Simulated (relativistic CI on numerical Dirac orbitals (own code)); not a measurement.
## d1 to d9 in one octahedral field

Computed with a parametric ligand-field model without spin-orbit coupling, by exact diagonalisation: B = 460, C = 2070, 10Dq = 22500 cm⁻¹ (Oh; |10Dq|/B = 48.9) for every shell. Energies in cm⁻¹; the field energy is (0.6 n_e − 0.4 n_t2) × 10Dq of the ground term; g labels are left out. So small a B with so large a field is typical of 4d and 5d ions, where spin-orbit coupling, left out here, reaches 1,000 to 4,000 cm⁻¹.

| Shell | Ground term | Electrons in e | Field energy | First spin-allowed bands | Lowest term of other spin |
| --- | --- | --- | --- | --- | --- |
| d1 | 2T2 | 0.000 | -9000 | 2E 22500 |  |
| d2 | 3T1 | 0.010 | -17766 | 3T2 21403, 3T1 27206 | 1T2 7068 |
| d3 | 4A2 | 0.000 | -27000 | 4T2 22500, 4T1 27614 | 2E 9832 |
| d4 | 3T1 | 0.017 | -35609 | 3E 20532, 3T1 21058 | 1T2 6069 |
| d5 | 2T2 | 0.033 | -44268 | 2A2 19892, 2T1 20050 | 4T1 12733 |
| d6 | 1A1 | 0.026 | -53426 | 1T1 21006, 1T2 27501 | 3T1 16640 |
| d7 | 2E | 1.017 | -40113 | 2T1 20890, 2T2 21408 | 4T1 12600 |
| d8 | 3A2 | 2.000 | -27000 | 3T2 22500, 3T1 27614 | 1E 7764 |
| d9 | 2E | 3.000 | -13500 | 2T2 22500 |  |

Low spin: d4, d5, d6, d7; the other shells keep the spin of the free ion. Only d4 to d7 can choose; the field needed to pair spins is smallest for d6 and largest for d5, which loses most exchange energy. In the strong-field picture 10Dq must exceed about 6B + 5C = 13110 (d4), 7.5B + 5C = 13800 (d5), 2.5B + 4C = 9430 (d6) and 4B + 4C = 10120 (d7); mixing of terms shifts these bounds somewhat.
